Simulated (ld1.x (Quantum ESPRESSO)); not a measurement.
**cobalt: one change to a PAW potential, before and after**

cobalt, PAW, made with ld1.x (Quantum ESPRESSO) 7.5 (Wu–Cohen, scalar-relativistic). Core [Ar], reference 3d7 4s1.5 4p0.5. Waves: 4s (bound): rcut 1.75, rcutus 2.40 bohr; 4s channel at 0.3 Ry: rcut 1.75, rcutus 2.40 bohr; 4p (bound): rcut 2.85, rcutus 3.85 bohr; 4p channel at 0.7 Ry: rcut 2.85, rcutus 3.85 bohr; 3d (bound): rcut 0.75, rcutus 0.95 bohr; 3d channel at 0.25 Ry: rcut 0.75, rcutus 0.95 bohr. Local part: all-electron potential smoothed inside 2.65 bohr (lloc = -1). Core correction: Bessel-smoothed model core inside 0.85 bohr. Augmentation charge: BESSEL, radius 0.80 bohr.

Change: local potential all-electron potential smoothed inside 2.15 bohr (lloc = -1).

Cutoffs: the cutoffs (Ry, on a coarse ladder) from which the occupation-weighted sum of valence levels, in a spherical-Bessel basis at the reference potential, stays within 10 and 1 mRy of its value at 400 Ry; they do not see the model core or the augmentation charge, which bear on the density cutoff. Errors are all-electron minus pseudo energies relative to the spin-unpolarised reference configuration.

**Question.** What does the change do?

**Answer.** The potential gets neither clearly harder nor softer (120 Ry and 200 Ry → 120 Ry and 200 Ry); of the 7 tests that both files solve, the error grows in 0 and shrinks in 3 by more than 15 % and 0.3 meV (median size 12.6 → 8.1 meV); the range in which the p phases agree widens (upper end 1.4 → 3.7); the range in which the d phases agree widens (upper end 2.4 → at the end of the scan); neither file shows a bound ghost.

| quantity | base | changed |
| --- | --- | --- |
| cutoff, loose | 120 Ry | 120 Ry |
| cutoff, tight | 200 Ry | 200 Ry |
| bound ghosts | none | none |
| error for 3d7 4s2 4p0, meV [ΔE -2.17 eV] | 0.0 | -0.1 |
| error for 3d7 4s1 4p0, meV [ΔE 6.89 eV] | -0.8 | +0.6 |
| error for 3d7 4s0 4p0, meV [ΔE 23.57 eV] | -13 | -6.5 |
| error for 3d6 4s0 4p0, meV [ΔE 59.44 eV] | -253 | -255 |
| error for 3d6 4s2 4p1, meV [ΔE 7.53 eV] | -117 | -75 |
| error for 3d7 4s0 4p1, meV [ΔE 12.32 eV] | -7.5 | -8.1 |
| error for 3d7.5 4s1.5 4p0, meV [ΔE -3.14 eV] | -18 | -14 |
| s: phases at 4.20 bohr within 0.05 rad from the reference energy up to (Ry; the scan ends near 5) | 3.6 | 3.5 |
| p: phases at 4.20 bohr within 0.05 rad from the reference energy up to (Ry; the scan ends near 5) | 1.4 | 3.7 |
| d: phases at 4.20 bohr within 0.05 rad from the reference energy up to (Ry; the scan ends near 5) | 2.4 | to the end of the scan |
| lowest overlap eigenvalue by channel | s 0.41, p 0.11, d 1.00 | s 0.38, p 0.14, d 1.00 |
